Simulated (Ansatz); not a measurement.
Stepwise reaction of `[NH]=[Mo](=[NH])([OH])[OH]` with hydrogen chloride, as a gas-phase model of exchange steps in deposition or etching. ΔE in kJ/mol; ΔG adds harmonic PBE0-D4 terms to CCSD(T)/CBS, at 1 bar.

Program: Ansatz. Geometries: PBE0-D4/def2-TZVP. ΔE: electronic, gas phase. CBS: MP2 limit from def2 TZ/QZ plus the TZ coupled-cluster correction, frozen cores. This one scheme is used for every species. Functionals use def2-TZVPP. B3LYP here is the variant with VWN-RPA as its local correlation; programs differ in this. Elements past krypton have def2 core potentials. For Mo outer-core shells are correlated without core-valence functions, which leaves a few kJ/mol of doubt a bond. One conformer a species, not always the lowest.

```json
{"step": "1", "reaction": "`[NH]=[Mo](=[NH])([OH])[OH]` + HCl → `[NH]=[Mo](=[NH])([OH])[Cl]` + H₂O", "PBE-D4": "-43.7", "B3LYP-D4": "-44.2", "ωB97M-V": "-43.1", "CCSD(T)/CBS": "-53.1", "ΔG(500 K)": "-51.4"}
{"step": "2", "reaction": "`[NH]=[Mo](=[NH])([OH])[Cl]` + HCl → `[NH]=[Mo](=[NH])([Cl])[Cl]` + H₂O", "PBE-D4": "-38.6", "B3LYP-D4": "-39.3", "ωB97M-V": "-37.6", "CCSD(T)/CBS": "-48.1", "ΔG(500 K)": "-41.0"}
```

By hand: ΔE of the 2 steps together at CCSD(T)/CBS.

(-53.1) + (-48.1) = -101.2 kJ/mol, or -50.6 kJ/mol a step.

In ΔE each step is higher than the one before. All are downhill at CCSD(T)/CBS. ΔG lies between -51.4 and -41.0 kJ/mol a step. PBE-D4 differs from CCSD(T)/CBS by 9.4 to 9.5 kJ/mol a step. Isolated molecules leave out the surface, adducts and barriers. Largest T1 diagnostic: 0.022.
